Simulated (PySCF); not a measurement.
Species: C₇H₄ClO₂ (charge -1).
SMILES with atom numbers: `[O:1]=[C:2]([O-:3])[c:4]1[cH:5][cH:6][cH:7][cH:8][c:9]1[Cl:10]` (hydrogens: H11 on C5; H12 on C6; H13 on C7; H14 on C8)

Torsions of this conformer, `[O:1]=[C:2]([O-:3])[c:4]1[cH:5][cH:6][cH:7][cH:8][c:9]1[Cl:10]`: O1–C2–C4–C5 178°.

The closed-shell ground state was solved at several levels (PySCF, density fitting, gas phase, non-relativistic). Geometry: PBE0-D3(BJ)/def2-SVP; no solvent, vibrations or thermal averaging. The geometry's basis has no diffuse functions, a weakness for an anion. No diffuse functions stand in pcSseg-1, which bears on an anion's orbital energies.

```
             level  basis functions  HOMO (eV)  LUMO (eV)  gap (eV)
CAM-B3LYP/pcSseg-1              197      -3.09       4.13      7.22
     PBE0/pcSseg-1              197      -1.69       3.03      4.72
```

Estimate the row for CAM-B3LYP/def2-SVPD, a basis of 245 functions; the other rows only guide the guess.

HOMO -3.53 eV, LUMO 3.89 eV, gap 7.42 eV.

Over all these levels, which gives the widest orbital gap and which the narrowest?

CAM-B3LYP/def2-SVPD (range-separated hybrid) has the widest, 7.42 eV, and PBE0/pcSseg-1 (global hybrid, 25 % exact exchange) the narrowest, 4.72 eV. Functional and basis both differ between the two, so the spread mixes both effects.
